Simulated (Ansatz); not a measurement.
The same molecule with X = F, Cl, I. Ansatz, PBE0-D4/def2-TZVP geometries, multiplicity 1. Each molecule was computed in one conformer, which needn't be the lowest.

Elements past krypton have def2 core potentials.

```json
{"X": "Cl", "molecule": "`O/C=C\\Cl`", "mean X–C bond length / Å": "1.727", "HOMO energy (PBE/def2-TZVPP) / eV": "-5.58", "HOMO–LUMO gap (ωB97M-V/def2-TZVPP) / eV": "11.60", "HOMO energy (ωB97M-V/def2-TZVPP) / eV": "-9.00"}
{"X": "I", "molecule": "`O/C=C\\I`", "mean X–C bond length / Å": "2.075", "HOMO energy (PBE/def2-TZVPP) / eV": "-5.56", "HOMO–LUMO gap (ωB97M-V/def2-TZVPP) / eV": "10.11", "HOMO energy (ωB97M-V/def2-TZVPP) / eV": "-8.81"}
```

Give the row for X = F, `O/C=C\F`. (Estimate.)

Ansatz gave: 
```csv
X,molecule,mean X–C bond length / Å,HOMO energy (PBE/def2-TZVPP) / eV,HOMO–LUMO gap (ωB97M-V/def2-TZVPP) / eV,HOMO energy (ωB97M-V/def2-TZVPP) / eV
F,`O/C=C\F`,1.351,-5.46,11.68,-9.05
```

From F to I the mean X–C bond length rises at each step, by 0.724 Å in all; the HOMO energy (PBE/def2-TZVPP) isn't monotonic: highest at F, lowest at Cl; the HOMO–LUMO gap (ωB97M-V/def2-TZVPP) falls at each step, by 1.57 eV in all; the HOMO energy (ωB97M-V/def2-TZVPP) rises at each step, by 0.24 eV in all. Bonds lengthen as the atom grows down the group.

Spin–orbit coupling is left out; it splits and shifts lone-pair levels of the heavy atoms by tenths of an eV.
